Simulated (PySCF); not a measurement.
A calculated (PW91, PySCF 2.14, aug-cc-pVTZ with one added diffuse shell each of s, p, d, f, g type, the non-relativistic Hamiltonian (point nucleus)) atom or ion has these occupied shells.

```csv
shell,electrons,orbital energy (eV),"rms radius, mean of both spins (bohr)"
1s α,1,-6962.0,0.0684
1s β,1,-6961.9,0.0684
2s α,1,-834.81,0.293
2s β,1,-832.09,0.293
2p α,3,-724.19,0.262
2p β,3,-722.11,0.262
3s α,1,-120.74,0.874
3s β,1,-114.72,0.874
3p α,3,-88.243,0.922
3p β,3,-82.310,0.922
3d α,5,-35.312,1.11
4p α,1,-17.592,2.96
```

Name the element and its charge.

Fe²⁺ (iron, charge +2), in [Ar] 3d5 4p1, high-spin 7P determinant (an excited configuration).
